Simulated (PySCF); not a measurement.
Mg2O, neutral, multiplicity 1.

```xyz
3

Mg     0.0000     0.0000     1.8001
O      0.0000     0.0000     0.0000
Mg     0.0000     0.0000    -1.8001
```
Charge 0, spin multiplicity 1.

Geometry optimised at PBE0-D3(BJ)/def2-TZVP.

These are KT2/pcSseg-2 run with PySCF values and carry that method's errors. Non-relativistic, no solvent.

Question: Give the absolute GIAO shielding of each atom: isotropic value and principal components (ppm). (The exact figures need the calculation; the answer reports its results.)

Answer: 
```
atom  σ(iso)    σ11    σ22    σ33   span
----  ------  -----  -----  -----  -----
Mg1    604.5  549.3  549.3  714.8  165.5
O2     391.9  378.0  378.0  419.7   41.7
Mg3    604.5  549.3  549.3  714.8  165.5
```
